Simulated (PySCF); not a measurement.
Predicted microwave data (PBE0/pcSseg-1 in PySCF (dipole) on a GFN2-xTB geometry, gas phase) for one isomer of C6H9ClOSi2:

* Rotational constants: A = 1183, B = 662.1, C = 442.6 MHz
* Dipole components: |μa| = 0.74 D, |μb| = 0.70 D, |μc| = 0.75 D
* Inertial defect: -48.68 u·Å²
* κ: -0.41

Question: Which candidate fits, each taken in the one conformer that was computed?
A. `[CH2:1]=[CH:2][Si@H:3]([Cl:4])[SiH2:5][c:6]1[cH:7][cH:8][cH:9][o:10]1` with C1–C2–Si3–Cl4 139°, C2–Si3–Si5–C6 62°, Si3–Si5–C6–C7 163°
B. `[SiH3:1][O:2][SiH2:3][C:4]1=[CH:5][CH:6]=[CH:7]/[C:8]1=[CH:9]\[Cl:10]` with Si1–O2–Si3–C4 -49°, O2–Si3–C4–C5 138°
C. `[SiH3:1][O:2][C:3]1=[CH:4][CH:5]=[CH:6][SiH2:7]/[C:8]1=[CH:9]/[Cl:10]` with Si1–O2–C3–C4 70°

Answer: C. It is [SiH3]OC1=CC=C[SiH2]/C1=C/Cl, an asymmetric top, point group C1. The candidates at the same level (rigid rotor, commonest isotopes):

```csv
SMILES,A (MHz),B (MHz),C (MHz),μa (D),μb (D),μc (D),Δ (u·Å²),point group,rotor
[SiH3]OC1=CC=C[SiH2]/C1=C/Cl,1183,662.1,442.6,0.74,0.70,0.75,-48.68,C1,asymmetric top
[SiH3]O[SiH2]C1=CC=C/C1=C\Cl,936.6,639.8,423.5,0.09,0.43,0.56,-136.19,C1,asymmetric top
C=C[Si@H](Cl)[SiH2]c1ccco1,1187,555.9,535.2,1.37,1.51,0.32,-390.44,C1,near-prolate asymmetric top
```

`C=C[Si@H](Cl)[SiH2]c1ccco1` has C 21 % too high; `[SiH3]O[SiH2]C1=CC=C/C1=C\Cl` has A 21 % too low. No structure here is proved a minimum.
